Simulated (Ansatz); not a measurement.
Sn(OAc)H3 (C2H6O2Sn). The state is a singlet with charge 0. Geometry PBE0-D4/def2-SVP, basis def2-TZVP, Ansatz.

```xyz
11

C     0.1311   -0.5616    0.2580
C     0.9222   -1.3680    1.2443
O     0.4025    0.7165    0.2352
O    -0.7172   -1.0361   -0.4849
Sn   -0.8588    1.5210   -1.2170
H     0.6511   -2.4270    1.1748
H     0.7286   -0.9929    2.2598
H     1.9962   -1.2340    1.0512
H    -2.4811    1.3542   -0.7269
H    -0.4565    0.8876   -2.7456
H    -0.3180    3.1403   -1.0490
```

```
run  HOMO (eV)  LUMO (eV)
  A     -11.84       1.95
  B      -6.88      -1.23
  C      -6.71      -1.00
  D      -6.30      -1.31
  E      -6.39      -1.37
  F      -7.98      -0.58
```

In the def2 sets Sn takes a core potential; there is no spin–orbit coupling. Another isomer (singlet) lies 0.12 eV lower at PBE0-D4/def2-TZVP; other spin states weren't run for this one.

Problem. The runs used B97M-V, BLYP, HF, PBE, PBE0, r2SCAN. Estimate which is which.

Solution. A HF (100 % exact exchange); B B97M-V (0 % exact exchange); C r2SCAN (0 % exact exchange); D BLYP (0 % exact exchange); E PBE (0 % exact exchange); F PBE0 (25 % exact exchange). Exact exchange lowers occupied and raises empty levels; among semilocal functionals meta-GGAs tend to open the gap a little, and such runs are hard to tell apart. The gap grows from 4.99 eV (BLYP) to 13.79 eV (HF).
